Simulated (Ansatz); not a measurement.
Z-matrix (Å, degrees):
```
Zr
F 1 1.909
F 1 1.909 2 110.1
C 1 3.115 2 94.2 3 -96.9
O 1 1.908 2 112.9 3 127.0
C 1 3.219 2 117.4 3 -136.6
C 1 2.208 2 107.4 3 -116.7
C 4 1.387 1 160.4 2 -126.0
H 4 1.089 1 81.6 2 54.2
H 5 0.953 1 164.3 2 -62.1
C 6 1.387 1 155.5 2 65.9
H 6 1.086 1 85.7 2 -114.3
C 8 1.387 4 119.7 1 0.3
H 8 1.084 4 120.2 1 -179.8
H 11 1.085 6 120.1 1 179.8
H 13 1.084 8 120.0 4 -180.0
```

The species carries charge 0 and has multiplicity 1. Zr takes the def2 core potential.

Task: List the B3LYP/def2-TZVPP orbital energies in eV (Ansatz 0.2.0). (Estimate.)

Result: Ansatz gave: Occupied: -670.93, -670.92, -520.94, -277.15, -277.11, -277.08, -277.03, -277.01, -276.42, -58.70, -36.06, -35.84, -35.13, -30.55, -30.06, -26.71, -23.41, -20.51, -20.26, -16.58, -16.29, -14.32, -14.19, -12.44, -12.39, -12.08, -12.06, -11.67, -11.58, -11.49, -11.29, -11.04, -10.78, -10.27, -9.86, -9.69, -9.50, -7.57, -7.23, -7.20. Lowest empty: -1.63, -0.88, -0.59, -0.57, -0.05, 0.13, 0.17, 0.40.

B3LYP here is the variant with VWN-RPA as its local correlation; programs differ in this.
